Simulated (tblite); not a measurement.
Compound: C₇H₉O (doublet state).
Z-matrix (Å and degrees, GFN2-xTB geometry), rows numbered from 1:
```
O 
C   1  1.3076
C   2  1.5431  1  114.87
C   3  1.5320  2  122.06  1   -45.57
C   4  1.5178  3   85.38  2   150.25
C   5  1.5226  4  106.66  3    36.96
C   6  1.5180  5  107.20  4     0.09
C   5  1.4956  4   92.34  3   -21.89
H   2  1.1177  1  109.14  3  -112.60
H   2  1.1132  1  114.24  3   127.95
H   4  1.0871  3  111.93  2    38.45
H   4  1.0903  3  116.96  2   -90.34
H   5  1.0764  4  126.62  3  -165.16
H   6  1.0770  5  122.97  8  -117.67
H   7  1.0886  3  113.08  2   -38.60
H   7  1.0902  3  116.97  2    90.79
H   8  1.0708  3  132.67  2    -0.31
```

The geometry is computed with GFN2-xTB (gas phase). This method treats the open shell by occupation alone, without spin polarisation.

Take the most abundant isotopes and a rigid rotor. The values belong to one conformer with, in the numbering `[O:1][CH2:2][C@:3]12[CH2:4][C@@H:5]3[C@H:6]([CH2:7]1)[C@H:8]23`, O1–C2–C3–C4 -46°.

Problem. What are A, B and C (cm⁻¹)?

Solution. Ia = 116.77, Ib = 276.31, Ic = 306.76 u·Å²; 505379 MHz·u·Å²/I gives 4328, 1829 and 1647 MHz, that is A = 0.14436, B = 0.06101, C = 0.05495 cm⁻¹.

Problem. Classify the top.

Solution. An asymmetric top: κ = (2 × 1829 − 4328 − 1647)/(4328 − 1647) = -0.86.

Problem. Is it planar, by Δ = Ic − Ia − Ib?

Solution. Not planar: Δ = Ic − Ia − Ib = -86.32 u·Å². For a rigid frame Δ = −2 Σ m c², so Σ m c² = 43.16 u·Å² lies off the ab plane: 13.61 from hydrogen and 29.55 from heavier atoms. The atom farthest from that plane is 2.09 Å away.

Problem. Where do the levels up to J = 3 lie, in cm⁻¹?

Solution. Above 0(0,0):
J = 1: 1(0,1) 0.1160, 1(1,1) 0.1993, 1(1,0) 0.2054
J = 2: 2(0,2) 0.3476, 2(1,2) 0.4252, 2(1,1) 0.4434, 2(2,1) 0.6934, 2(2,0) 0.6937
J = 3: 3(0,3) 0.6942, 3(1,3) 0.7638, 3(1,2) 0.8001, 3(2,2) 1.0413, 3(2,1) 1.0429, 3(3,1) 1.4734, 3(3,0) 1.4734

Problem. Estimate the classical rotational partition function at 10 K, 25 K and 500 K.

Solution. Point group C1, symmetry number σ = 1; q = (√π/σ)·√((kT/h)³/(ABC)), k/h = 20836.6 MHz/K: 1480 at 10 K, 5840 at 25 K, 522000 at 500 K.

For this open shell read J as N, the rotation without spin; fine and hyperfine splittings come on top. Its GFN2-xTB frequencies are all real (lowest 86 cm⁻¹). Constants of a rigid frame at the computed geometry: no zero-point averaging, no centrifugal distortion.

Time: 0.33 s. Hardware: one thread, Arm Neoverse V2 (aarch64), no GPU (shared host). This is the geometry optimisation.
